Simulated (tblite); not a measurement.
Run record: tight-binding relaxation, `C=C[Si]1(S[SiH2]C)CC1`.

Computed with GFN2-xTB geometry optimisation, gas phase (tblite 0.8.0). Start geometry: from a force field or distance geometry. A driver script takes a list of jobs; this job's settings line and coordinates (Å) are shown.

Command:
```bash
OMP_NUM_THREADS=1 python probes_run.py task.json out
```

Input:
```
{"job": {"kind": "relax", "xc": "GFN2-xTB", "basis": "xTB"}, "charge": 0, "multiplicity": 1}
C     -1.683200    -2.136400     0.472800
C     -1.310200    -1.056700     1.168600
Si    -0.734000     0.553700     0.508200
S      0.427600     0.295800    -1.271700
Si     2.265700    -0.008300    -0.206600
C      3.625300    -0.244700    -1.431800
C     -2.708100     1.223800    -0.487700
C     -1.825000     1.941900     0.451100
H     -1.704800    -2.144200    -0.613000
H     -2.015600    -3.043500     0.980100
H     -1.317200    -1.106800     2.260700
H      2.512200     1.184600     0.633200
H      2.134500    -1.186500     0.682900
H      3.740700     0.623400    -2.089900
H      3.452200    -1.111900    -2.059000
H      4.585800    -0.389600    -0.908800
H     -3.347000     0.434000    -0.102100
H     -2.410400     1.091900    -1.518700
H     -2.295100     2.223000     1.401000
H     -1.398500     2.867300     0.066400
```

Output:
```
step      E/eV     max force
  0    -637.01042    4.546
  1    -637.30128    1.414
  2    -637.39360    1.092
  3    -637.48275    0.995
  4    -637.56045    1.029
  5    -637.65693    1.713
  6    -637.76139    1.857
  7    -637.77254    4.159
  8    -637.95290    1.778
  9    -638.02964    1.234
... (160 lines left out)
170    -638.60698    0.017
171    -638.60703    0.015
172    -638.60708    0.014
173    -638.60713    0.019
174    -638.60718    0.014
175    -638.60721    0.014
176    -638.60724    0.012
177    -638.60727    0.016
178    -638.60730    0.016
179    -638.60733    0.008
```

«max force» is the largest atomic force in eV/Å.

Problem. From which step on does the largest force stay under 0.1 eV/Å, and how much energy is left to gain from there?

Solution. From step 121 (0.074 eV/Å), 8.9 meV above the end.

Summary of the converged run: energy lowered by 36.8 kcal/mol over 179 steps; largest atomic force 0.008 eV/Å at the end.

Problem. Estimate the wall time. Hardware: one thread of an Intel Xeon at 2.50 GHz, shared host with 64 logical CPUs at a one-minute load of 60.

Solution. About 6.8 s.
Labels such as C1 count atoms from 1, the log's own numbers from 0.
